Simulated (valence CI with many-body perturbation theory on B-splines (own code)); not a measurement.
Cl XII: calculated level list

Level of theory: configuration interaction combined with many-body perturbation theory (CI+MBPT): four valence electrons over a frozen Dirac-Fock core [He], radial functions for each j: 11 s, 11 p, 10 d, 8 f, 5 g, 2 h, with the one-electron correlation potential Σ1 (screened to all orders), the two-electron term Σ2, the three-electron term Σ3, Breit, model QED; selected single and double excitations, second order for the rest, scaled by the run's own slope (own B-spline code, finite nucleus).

No measured levels were compared; by estimate levels of excited configurations hold to 0.05 to 0.15 % of their energy, terms of the ground configuration to about 0.5 %. Among the levels kept, up to 850 cm⁻¹ of a level comes from second order outside the variational space, and about a tenth of that is noise between levels of different J, which matters for small intervals.

Levels 91 to 135 of 173, with energies above the lowest level, 2s2 2p2 3P_0. "Leading %" is the weight of the configuration and term that name the level; weights of strongly mixed levels are sums over their largest components and can fall short. Lifetimes count E1, E2, E3, M1 and M2 decay at the calculated energies, and are blank where another channel may lead or the interval is too uncertain; long ones can be off by a factor of two.

| No. | Configuration | Term | J | E (eV) | Leading % | Second component | g | Lifetime |
| --- | --- | --- | --- | --- | --- | --- | --- | --- |
| 91 | 2s 2p2 3d | 3F | 3 | 397.24 | 98 |  | 1.085 | 903 fs |
| 92 | 2s 2p2 3p | 3F° | 2 | 397.75 | 60 | 36 % 2s 2p2 3p 1D° | 0.797 | 2.67 ps |
| 93 | 2s 2p2 3d | 3F | 4 | 398.10 | 98 |  | 1.251 | 893 fs |
| 94 | 2s 2p2 3p | 3F° | 3 | 398.18 | 97 |  | 1.083 | 71.0 ps |
| 95 | 2s 2p2 3p | 1D° | 2 | 398.43 | 57 | 38 % 2s 2p2 3p 3F° | 0.874 | 1.66 ps |
| 96 | 2s 2p2 3p | 3F° | 4 | 398.47 | 98 |  | 1.250 | 304 ps |
| 97 | 2s 2p2 3s | 3P | 0 | 399.03 | 73 | 23 % 2s 2p2 3s 1S |  | 3.47 ps |
| 98 | 2s 2p2 3p | 1F° | 3 | 399.93 | 92 | 5 % 2s 2p2 3p 3D° | 1.019 | 1.24 ps |
| 99 | 2s 2p2 3p | 3D° | 1 | 400.17 | 93 | 4 % 2s 2p2 3p 1P° | 0.531 | 6.46 ps |
| 100 | 2s 2p2 3p | 3D° | 2 | 400.32 | 97 |  | 1.169 | 10.7 ps |
| 101 | 2s 2p2 3s | 3P | 1 | 400.34 | 82 | 10 % 2s 2p2 3s 3S | 1.528 | 2.85 ps |
| 102 | 2s 2p2 3p | 3D° | 3 | 400.49 | 93 | 5 % 2s 2p2 3p 1F° | 1.315 | 7.87 ps |
| 103 | 2s 2p2 3p | 1P° | 1 | 400.96 | 90 | 5 % 2s 2p2 3p 3D° | 0.975 | 960 fs |
| 104 | 2s 2p2 3s | 3P | 2 | 401.15 | 94 |  | 1.494 | 2.83 ps |
| 105 | 2s 2p2 3d | 3D | 1 | 401.43 | 98 |  | 0.508 | 576 fs |
| 106 | 2s 2p2 3d | 3D | 2 | 401.64 | 94 |  | 1.170 | 576 fs |
| 107 | 2s 2p2 3s | 1S | 0 | 401.81 | 73 | 23 % 2s 2p2 3s 3P |  | 3.65 ps |
| 108 | 2s 2p2 3d | 3D | 3 | 401.89 | 98 |  | 1.330 | 547 fs |
| 109 | 2s 2p2 3s | 1P | 1 | 402.63 | 89 | 5 % 2s 2p2 3s 3P | 1.030 | 1.32 ps |
| 110 | 2s 2p2 3p | 3P° | 1 | 402.70 | 97 |  | 1.494 | 20.1 ps |
| 111 | 2s 2p2 3p | 3P° | 0 | 402.70 | 98 |  |  | 25.9 ps |
| 112 | 2s 2p2 3p | 3P° | 2 | 402.72 | 97 |  | 1.494 | 14.6 ps |
| 113 | 2s 2p2 3p | 1S° | 0 | 409.95 | 50 | 46 % 2s 2p2 3p 3P° |  | 8.01 ps |
| 114 | 2s 2p2 3p | 3P° | 1 | 411.22 | 71 | 18 % 2s 2p2 3p 3D° | 1.276 | 5.29 ps |
| 115 | 2s 2p2 3p | 3P° | 0 | 411.86 | 52 | 46 % 2s 2p2 3p 1S° |  | 10.5 ps |
| 116 | 2s 2p2 3p | 1P° | 1 | 411.88 | 40 | 27 % 2s 2p2 3p 3D° | 1.004 | 2.17 ps |
| 117 | 2s 2p2 3p | 3P° | 2 | 411.88 | 69 | 26 % 2s 2p2 3p 3D° | 1.400 | 10.6 ps |
| 118 | 2s 2p2 3d | 3G | 3 | 412.04 | 98 |  | 0.753 | 65.3 ps |
| 119 | 2s 2p2 3d | 3G | 4 | 412.10 | 98 |  | 1.053 | 25.2 ps |
| 120 | 2s 2p2 3d | 3G | 5 | 412.19 | 99 |  | 1.200 | 538 ps |
| 121 | 2s 2p2 3d | 3F | 2 | 412.76 | 98 |  | 0.668 | 347 fs |
| 122 | 2s 2p2 3d | 3F | 3 | 412.81 | 97 |  | 1.084 | 342 fs |
| 123 | 2s 2p2 3d | 3F | 4 | 412.81 | 96 |  | 1.246 | 341 fs |
| 124 | 2s 2p2 3p | 3D° | 2 | 413.60 | 61 | 34 % 2s 2p2 3p 3P° | 1.284 | 5.40 ps |
| 125 | 2s 2p2 3p | 3D° | 1 | 413.66 | 47 | 43 % 2s 2p2 3p 1P° | 0.766 | 1.93 ps |
| 126 | 2s 2p2 3d | 3D | 1 | 413.86 | 98 |  | 0.500 | 365 fs |
| 127 | 2s 2p2 3d | 3D | 2 | 413.92 | 98 |  | 1.165 | 367 fs |
| 128 | 2s 2p2 3d | 3D | 3 | 413.99 | 89 | 8 % 2s 2p2 3d 1F | 1.302 | 399 fs |
| 129 | 2s 2p2 3p | 3D° | 3 | 414.07 | 94 | 4 % 2p3 3s 3D° | 1.332 | 4.75 ps |
| 130 | 2s 2p2 3d | 1F | 3 | 414.22 | 87 | 8 % 2s 2p2 3d 3D | 1.028 | 1.37 ps |
| 131 | 2s 2p2 3p | 3P° | 2 | 415.32 | 87 | 6 % 2s 2p2 3p 3D° | 1.473 | 4.03 ps |
| 132 | 2s 2p2 3p | 3P° | 0 | 415.34 | 95 |  |  | 6.62 ps |
| 133 | 2s 2p2 3p | 3P° | 1 | 415.37 | 89 |  | 1.462 | 4.92 ps |
| 134 | 2s 2p2 3d | 1G | 4 | 415.80 | 98 |  | 1.002 | 18.4 ps |
| 135 | 2s 2p2 3p | 3S° | 1 | 416.06 | 78 | 17 % 2p3 3s 3S° | 1.979 | 1.96 ps |

Names give the largest LS component (configuration and term), which can be under half, so a name can repeat, a term be missing and a line seem to break the LS rules; names also repeat where a configuration has a term twice.
